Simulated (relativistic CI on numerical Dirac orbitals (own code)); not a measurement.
## Sensitivity of the levels of Te to α and to the nuclear radius

Calculated at this level of theory: Dirac-Coulomb-Breit CI, KLI orbitals optimised for each configuration, valence Slater integrals scaled by 0.85, P86 correlation energy added to each configuration, derivatives by finite differences, QED left out (own radial code, finite nucleus).

Configuration list (outside the closed core [Kr] 4d10): 5s2 5p4, 5s2 5p3 6s, 5s2 5p3 6p, 5s2 5p3 5d, 5s 5p5, 5s2 5p3 6d, 5s2 5p3 4f. Double excitations out of closed p, d and f shells are left out; levels of such configurations are missing from the list, as are those of other unlisted configurations, and high levels can miss mixing partners.

With x = (α/α₀)² − 1 an excitation energy changes as ω = ω₀ + qx; K = 2q/ω₀ is the relative enhancement. Terms are leading LS components, so labels can repeat. The field-shift factor is F = δν/δ⟨r²⟩ for the transition from the lowest level.

Lowest level 5s2 5p4 3P_2.

```csv
Level,ω₀ (cm⁻¹),q (cm⁻¹),K,F (GHz/fm²)
5s2 5p4 3P_1,4723.6,5839,2.47,-0.15
5s2 5p4 3P_0,4837.1,3853,1.59,-0.0799
5s2 5p4 1D_2,11483.1,5047,0.879,-0.0571
5s2 5p4 1S_0,24531.0,8099,0.66,-0.0323
5s2 5p3 6s 5S°_2,43848.0,-86.92,-0.00396,3.36
5s2 5p3 6s 3S°_1,46730.4,-47.45,-0.00203,2.78
5s2 5p3 6p 5P_1,53057.6,626.5,0.0236,2.07
5s2 5p3 6p 5P_2,53109.1,603.3,0.0227,2.07
5s2 5p3 6p 5P_3,53337.5,934.2,0.035,2.06
5s2 5p3 6p 3P_1,54306.8,450.3,0.0166,2.07
5s2 5p3 6p 3P_2,54553.9,928,0.034,2.05
5s2 5p3 6p 3P_0,54679.3,1272,0.0465,2.04
5s2 5p3 5d 5D°_2,55433.2,1135,0.0409,2.05
5s2 5p3 5d 5D°_1,55439.4,880.1,0.0317,2.23
5s2 5p3 5d 5D°_3,55482.3,1436,0.0518,1.94
5s2 5p3 5d 5D°_4,55498.2,1501,0.0541,1.92
5s2 5p3 5d 5D°_0,55566.7,1666,0.06,1.89
5s2 5p3 6s 3D°_1,55891.7,167.7,0.006,2.97
5s2 5p3 6s 3D°_2,56144.6,-353.3,-0.0126,3.2
5s2 5p3 5d 3D°_2,57752.2,116.4,0.00403,2.3
5s2 5p3 6s 3D°_3,57786.3,2177,0.0753,3.1
5s2 5p3 5d 3D°_1,58696.1,1146,0.0391,2.03
5s2 5p3 5d 3D°_3,58877.6,1344,0.0457,2.22
```

Correlation outside the listed configurations is missing or only estimated: errors of thousands of cm⁻¹ between configurations and terms are usual at this charge. Rates and lifetimes follow the computed energies and can be off by large factors. The fine structure of a lone outer electron comes out too small, for d and f at times inverted, and misplaced configurations move strength between like terms.
